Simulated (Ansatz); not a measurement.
Ansatz (a program for electronic structure) input (r2SCAN/def2-TZVP):

Ansatz 0.2 input:
```yaml
crystal:
  periodic: [false, false, false]
  atoms:
    - {symbol: Cu, position_ang: [0.00000000, 0.00000000, 0.00000000]}
    - {symbol: Cl, position_ang: [0.00000000, 0.00000000, 2.07967726]}
    - {symbol: Cl, position_ang: [-0.00000000, -0.00000000, -2.07967726]}
basis:
  gaussian:
    orbitals: def2-TZVP
hamiltonian:
  xc: {name: r2SCAN}
magnetization: {spin_polarized: true, initial_magnetization: 1}
relax: {f_tol: 0.003, max_steps: 100}
```

End of the output:

```
mean field evaluation 64: about -69686.7570 eV, gradient 2.4e0 eV
mean field evaluation 96: about -69686.2679 eV, gradient 6.3e0 eV
mean field -69686.96917202 eV, -2560.9488815476 hartree, gradient 2.9e-6 eV, S^2 0.753467; 12 other end points of the search recorded, 0 dependent functions left out
the calculation of the forces begins
reference -69686.96918585 eV, -2560.9488820559 hartree; 32, 31 occupied and 87, 88 virtual orbitals, 965 factors
relax step   1: F+E_penalty+E_count = -69686.96917202 eV  Δ(F+E_penalty+E_count) = +0.000e0 eV  max|allowed force component| = 3.005e-1 eV/Å  Δτ_max = 0.0000 Å  (330 SCF iters, accepted)
these checks for a lower state are left out or cut short: starts, cluster_reference, orbital_swaps, neighbouring_geometries, increment
integrals: 0.06 GiB planned
965 factors; their error is unknown
mean field: 0.47 GiB planned
mean field -69686.97511503 eV, -2560.9490999490 hartree, gradient 1.9e-5 eV, S^2 0.753483; 0 other end points of the search recorded, 0 dependent functions left out
the calculation of the forces begins
reference -69686.97512887 eV, -2560.9491004577 hartree; 32, 31 occupied and 87, 88 virtual orbitals, 965 factors
relax step   2: F+E_penalty+E_count = -69686.97511503 eV  Δ(F+E_penalty+E_count) = -5.943e-3 eV  max|allowed force component| = 8.190e-2 eV/Å  Δτ_max = 0.0154 Å  (43 SCF iters, accepted)
these checks for a lower state are left out or cut short: starts, cluster_reference, orbital_swaps, neighbouring_geometries, increment
integrals: 0.06 GiB planned
965 factors; their error is unknown
mean field: 0.46 GiB planned
mean field -69686.97556325 eV, -2560.9491164209 hartree, gradient 1.8e-5 eV, S^2 0.753489; 0 other end points of the search recorded, 0 dependent functions left out
the calculation of the forces begins
reference -69686.97557710 eV, -2560.9491169297 hartree; 32, 31 occupied and 87, 88 virtual orbitals, 965 factors
relax step   3: F+E_penalty+E_count = -69686.97556325 eV  Δ(F+E_penalty+E_count) = -4.482e-4 eV  max|allowed force component| = 5.754e-3 eV/Å  Δτ_max = 0.0059 Å  (43 SCF iters, accepted)
these checks for a lower state are left out or cut short: starts, cluster_reference, orbital_swaps, neighbouring_geometries, increment
integrals: 0.06 GiB planned
965 factors; their error is unknown
mean field: 0.47 GiB planned
mean field evaluation 128: about -69686.9756 eV, gradient 3.7e-5 eV
mean field -69686.97556520 eV, -2560.9491164926 hartree, gradient 1.0e-5 eV, S^2 0.753488; 0 other end points of the search recorded, 0 dependent functions left out
the calculation of the forces begins
reference -69686.97557905 eV, -2560.9491170013 hartree; 32, 31 occupied and 87, 88 virtual orbitals, 965 factors
relax step   4: F+E_penalty+E_count = -69686.97556520 eV  Δ(F+E_penalty+E_count) = -1.950e-6 eV  max|allowed force component| = 1.857e-3 eV/Å  Δτ_max = 0.0005 Å  (34 SCF iters, accepted)
integrals: 0.06 GiB planned
965 factors; their error is unknown
mean field: 0.47 GiB planned
mean field evaluation 160: about -69685.2795 eV, gradient 3.9e-2 eV
mean field evaluation 192: about -69686.5397 eV, gradient 1.5e0 eV
mean field evaluation 224: about -69685.2679 eV, gradient 1.7e0 eV
mean field -69686.97556520 eV, -2560.9491164926 hartree, gradient 1.0e-5 eV, S^2 0.753488; 13 other end points of the search recorded, 0 dependent functions left out
the calculation of the forces begins
reference -69686.97557904 eV, -2560.9491170013 hartree; 32, 31 occupied and 87, 88 virtual orbitals, 965 factors
Total energy: -69686.97557904 eV, -2560.9491170013 hartree
Atom 0 at     0.000000     0.000000    -0.000000 Å, force     0.000000     0.000000    -0.000000 eV/Å
Atom 1 at    -0.000000    -0.000000     2.058903 Å, force    -0.000000    -0.000000    -0.001857 eV/Å
Atom 2 at    -0.000000    -0.000000    -2.058903 Å, force    -0.000000    -0.000000     0.001857 eV/Å
Dipole moment:    -0.000000     0.000000     0.000000 e Å
```

The spin state was set by rule; other spins were not relaxed.
